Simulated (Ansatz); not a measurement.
Computed with Ansatz (an electronic-structure program) with frozen-core CCSD(T)/cc-pVTZ // PBE0-D3(BJ)/def2-TZVP. The geometry is that of the parent before the electron was removed.

Ansatz 0.2 input:
```yaml
crystal:
  periodic: [false, false, false]
  atoms:
    - { symbol: Si, position_ang: [2.725414, -0.172194, 0.380656] }
    - { symbol: C, position_ang: [1.202465, 0.476082, 0.115426] }
    - { symbol: Si, position_ang: [-0.369181, 1.010855, -0.146924] }
    - { symbol: Si, position_ang: [-2.166315, -0.46664, -0.244217] }
    - { symbol: H, position_ang: [3.311092, -0.360594, 1.727899] }
    - { symbol: H, position_ang: [3.636051, -0.593392, -0.708799] }
    - { symbol: H, position_ang: [-0.677902, 2.45484, -0.327851] }
    - { symbol: H, position_ang: [-2.846612, -0.365033, -1.563873] }
    - { symbol: H, position_ang: [-3.160774, -0.139271, 0.813377] }
    - { symbol: H, position_ang: [-1.654238, -1.844653, -0.045693] }
basis:
  gaussian: { orbitals: cc-pVTZ }
correlation:
  method: ccsd_t
total_charge: 1
magnetization:
  spin_polarized: true
  initial_magnetization: 1
```

Output:

```
Functional definition: HF
1242 factors; integrals over basis functions are off by at most 1.1e-3 eV
mean field evaluation 1: about -24696.4734 eV, gradient 3.1e1 eV
mean field evaluation 2: about -24696.4909 eV, gradient 3.1e1 eV
mean field evaluation 4: about -24703.0314 eV, gradient 4.0e0 eV
mean field evaluation 8: about -24703.5659 eV, gradient 2.7e-1 eV
mean field evaluation 16: about -24696.4657 eV, gradient 3.1e1 eV
mean field evaluation 32: about -24703.5715 eV, gradient 4.2e-3 eV
mean field evaluation 64: about -24703.5380 eV, gradient 1.5e0 eV
mean field evaluation 96: about -24703.4862 eV, gradient 4.6e-1 eV
mean field evaluation 128: about -24698.5020 eV, gradient 2.3e-1 eV
mean field evaluation 160: about -24700.5494 eV, gradient 1.8e-1 eV
mean field evaluation 192: about -24700.7509 eV, gradient 3.4e-3 eV
mean field evaluation 224: about -24695.3368 eV, gradient 3.2e1 eV
mean field evaluation 256: about -24699.1403 eV, gradient 4.5e0 eV
mean field evaluation 288: about -24700.7509 eV, gradient 1.2e-3 eV
mean field evaluation 320: about -24699.0686 eV, gradient 3.9e0 eV
mean field evaluation 352: about -24700.5085 eV, gradient 7.6e0 eV
mean field evaluation 384: about -24703.5081 eV, gradient 1.2e-3 eV
mean field -24703.57154982 eV, -907.8395097736 hartree, gradient 1.5e-6 eV, S^2 0.789965; 11 other end points of the search recorded, 0 dependent functions left out
determinant -24703.57154982 eV, -907.8395097736 hartree, with singles and doubles -24718.03348812 eV, -908.3709762037 hartree
determinant -24703.50809858 eV, -907.8371779837 hartree, with singles and doubles -24717.94619470 eV, -908.3677682295 hartree
determinant -24700.75090132 eV, -907.7358528531 hartree, with singles and doubles -24714.61830732 eV, -908.2454706241 hartree
determinant -24700.54919747 eV, -907.7284403734 hartree, with singles and doubles -24714.35611362 eV, -908.2358351832 hartree
determinant -24703.57154982 eV, -907.8395097736 hartree, with singles and doubles -24717.75050211 eV, -908.3605766593 hartree
determinant -24703.50809858 eV, -907.8371779837 hartree, with singles and doubles -24717.65913019 eV, -908.3572188035 hartree
16 core orbitals not correlated
reference -24703.57154982 eV, -907.8395097736 hartree; 11, 10 occupied and 189, 190 virtual orbitals, 1242 factors
second order -12.35112921 eV of doubles, -0.00000000 eV of singles
cycle   1  -14.17895099 eV  change    1.3e-6 eV  update   5.4e-6
perturbative correction -0.60138758 eV, -0.0221005860 hartree
Total energy: -24718.35188839 eV, -908.3826771978 hartree
```

Cost: roughly 90 core-minutes.
